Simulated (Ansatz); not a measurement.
Consider the silylene formation by 1,1-elimination: `C[SiH2][SiH2][AsH2]` → `[SiH3][AsH2]` + `C[SiH]`.

Calculated with Ansatz (gas phase, PBE0-D4/def2-TZVP geometries, no zero-point term in ΔE). CCSD(T)/CBS is the MP2 limit (def2-TZVPP, def2-QZVPP) plus CCSD(T) − MP2 in def2-TZVPP, frozen cores. This one scheme is used for every species. Functionals use def2-TZVPP. B3LYP here is the variant with VWN-RPA as its local correlation; programs differ in this. For As outer-core shells are correlated without core-valence functions, which leaves a few kJ/mol of doubt a bond. Scalar relativity is left out up to krypton. One conformer a species, not always the lowest.

| level | ΔE (kJ/mol) | difference from CCSD(T)/CBS |
| --- | --- | --- |
| PBE-D4 | 250.8 | 10.9 |
| r2SCAN-D4 | 260.0 | 20.1 |
| PBE0-D4 | 258.4 | 18.5 |
| B3LYP-D4 | 235.6 | -4.3 |
| ωB97X-V | 249.2 | 9.3 |
| ωB97M-V | 230.4 | -9.5 |
| B2PLYP | 229.5 | -10.4 |
| PBE | 239.3 | -0.6 |
| r2SCAN | 256.6 | 16.7 |
| PBE0 | 247.9 | 8.0 |
| B3LYP | 217.4 | -22.5 |
| HF/def2-TZVPP | 211.1 | -28.8 |
| MP2/def2-TZVPP | 249.0 | 9.1 |
| SCS-MP2/def2-TZVPP | 235.3 | -4.6 |
| CCSD/def2-TZVPP | 228.5 | -11.4 |
| CCSD(T)/def2-TZVPP | 233.8 | -6.1 |
| HF/def2-QZVPP | 210.7 | -29.2 |
| MP2/def2-QZVPP | 252.4 | 12.5 |
| SCS-MP2/def2-QZVPP | 238.9 | -1.0 |
| HF/CBS(def2) | 210.6 | -29.3 |
| MP2/CBS(def2) | 255.1 | 15.2 |
| CCSD/CBS(def2) | 234.6 | -5.3 |
| CCSD(T)/CBS | 239.9 | 0 |

Largest T1 diagnostic among the species: 0.012.

In def2-TZVPP, CCSD(T) changes the Hartree–Fock value by +22.6 kJ/mol (the triples alone add +5.3 kJ/mol) and MP2 by +37.9 kJ/mol. The D4 term adds +18.2 kJ/mol with B3LYP and +10.5 kJ/mol with PBE0; it sums over pairs of atoms, weighted by their polarisabilities, and B3LYP, whose exchange is more repulsive, gets the larger term.
